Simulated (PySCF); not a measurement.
C2H6Sb (SMILES [CH3][Sb+][CH3]), charge +1, singlet, geometry from GFN2-xTB (all electrons, no relativity); PBE0/STO-3G (PySCF).

The PySCF input:
```python
from pyscf import gto, scf, dft

mol = gto.Mole()
mol.atom = '''
    Sb    0.25295567    0.06544978    0.31385498
    C     0.53979830    0.01924174   -1.83543025
    H     0.49610308   -1.02015495   -2.15718984
    H     1.50676376    0.43830075   -2.10179639
    H    -0.26065549    0.57873176   -2.31646546
    C    -1.86924020   -0.36322167    0.18592401
    H    -2.02990652   -1.17139200   -0.52555142
    H    -2.37177718    0.53484285   -0.17005449
    H    -2.26461561   -0.63438742    1.16149102
'''
mol.basis = 'sto-3g'
mol.charge = 1
mol.verbose = 4
mol.build()

mf = dft.RKS(mol)
mf.xc = 'pbe0'
mf.kernel()
```

The log (banner, timings and long lists left out):

```
PySCF version 2.14.0

[INPUT] verbose = 4
[INPUT] num. atoms = 9
[INPUT] num. electrons = 68
[INPUT] charge = 1
[INPUT] spin (= nelec alpha-beta = 2S) = 0
[INPUT] symmetry False subgroup None
[INPUT] Mole.unit = angstrom
[INPUT] Symbol           X                Y                Z      unit          X                Y                Z       unit  Magmom
[INPUT]  1 Sb     0.252955670000   0.065449780000   0.313854980000 AA    0.478016937956   0.123682159113   0.593099955031 Bohr   0.0
[INPUT]  2 C      0.539798300000   0.019241740000  -1.835430250000 AA    1.020070949506   0.036361618760  -3.468460493242 Bohr   0.0
[INPUT]  3 H      0.496103080000  -1.020154950000  -2.157189840000 AA    0.937498950753  -1.927813460119  -4.076497996294 Bohr   0.0
[INPUT]  4 H      1.506763760000   0.438300750000  -2.101796390000 AA    2.847370840820   0.828268377691  -3.971819546700 Bohr   0.0
[INPUT]  5 H     -0.260655490000   0.578731760000  -2.316465460000 AA   -0.492567488964   1.093644525988  -4.377485296415 Bohr   0.0
[INPUT]  6 C     -1.869240200000  -0.363221670000   0.185924010000 AA   -3.532352039027  -0.686389478807   0.351345458881 Bohr   0.0
[INPUT]  7 H     -2.029906520000  -1.171392000000  -0.525551420000 AA   -3.835967381269  -2.213610064507  -0.993148248176 Bohr   0.0
[INPUT]  8 H     -2.371777180000   0.534842850000  -0.170054490000 AA   -4.482009298693   1.010706506182  -0.321356412353 Bohr   0.0
[INPUT]  9 H     -2.264615610000  -0.634387420000   1.161491020000 AA   -4.279503280315  -1.198818480669   2.194899923942 Bohr   0.0

nuclear repulsion = 240.671805790563
number of shells = 23
number of NR pGTOs = 129
number of NR cGTOs = 43
basis = sto-3g
ecp = {}

******** <class 'pyscf.dft.rks.RKS'> ********
method = RKS
initial guess = minao
damping factor = 0
level_shift factor = 0
DIIS = <class 'pyscf.scf.diis.CDIIS'>
diis_start_cycle = 1
diis_space = 8
diis_damp = 0
SCF conv_tol = 1e-09
SCF conv_tol_grad = None
SCF max_cycles = 50
direct_scf = True
direct_scf_tol = 1e-13
XC library pyscf.dft.libxc version 7.1.2
    S. Lehtola, C. Steigemann, M. J. T. Oliveira, and M. A. L. Marques,  SoftwareX 7, 1–5 (2018)
XC functionals = pbe0
    C. Adamo and V. Barone,  J. Chem. Phys. 110, 6158 (1999)
    M. Ernzerhof and G. E. Scuseria,  J. Chem. Phys. 110, 5029 (1999)
radial grids:
    Treutler-Ahlrichs [JCP 102, 346 (1995); DOI:10.1063/1.469408] (M4) radial grids

becke partition: Becke, JCP 88, 2547 (1988); DOI:10.1063/1.454033
pruning grids: <function nwchem_prune>
grids dens level: 3
symmetrized grids: False
atomic radii adjust function: <function treutler_atomic_radii_adjust>
small_rho_cutoff = 0
Set gradient conv threshold to 3.16228e-05
Initial guess from minao.
tot grids = 109048
init E= -6313.7491552273
  HOMO = -0.52222202531504  LUMO = -0.440468431780074  gap/eV = 2.22463
cycle= 1 E= -6331.66892310161  delta_E= -17.9  |g|= 0.295  |ddm|= 3.51
  HOMO = -0.38312408873064  LUMO = -0.266578481025395  gap/eV = 3.17137
cycle= 2 E= -6331.70403129302  delta_E= -0.0351  |g|= 0.113  |ddm|= 0.884
  HOMO = -0.433618460799096  LUMO = -0.319441159332067  gap/eV = 3.10692
cycle= 3 E= -6331.71095620441  delta_E= -0.00692  |g|= 0.0616  |ddm|= 0.366
  HOMO = -0.433993900147074  LUMO = -0.317898404802771  gap/eV = 3.15912
cycle= 4 E= -6331.71231429284  delta_E= -0.00136  |g|= 0.00443  |ddm|= 0.0972
  HOMO = -0.432705362663994  LUMO = -0.316654654079559  gap/eV = 3.15790
cycle= 5 E= -6331.7123220174  delta_E= -7.72e-06  |g|= 0.000306  |ddm|= 0.00765
  HOMO = -0.432718778259102  LUMO = -0.316668602549934  gap/eV = 3.15789
cycle= 6 E= -6331.71232208639  delta_E= -6.9e-08  |g|= 4.39e-05  |ddm|= 0.000869
  HOMO = -0.43273080393667  LUMO = -0.316684745202765  gap/eV = 3.15777
cycle= 7 E= -6331.71232208787  delta_E= -1.48e-09  |g|= 2.38e-06  |ddm|= 0.000137
  HOMO = -0.432730769342644  LUMO = -0.316684696147517  gap/eV = 3.15777
cycle= 8 E= -6331.71232208784  delta_E= 3.27e-11  |g|= 1.98e-07  |ddm|= 9.6e-06
  HOMO = -0.432730759945872  LUMO = -0.316684675757082  gap/eV = 3.15777
Extra cycle  E= -6331.71232208788  delta_E= -4.55e-11  |g|= 1.76e-07  |ddm|= 7.2e-07
converged SCF energy = -6331.71232208788
```
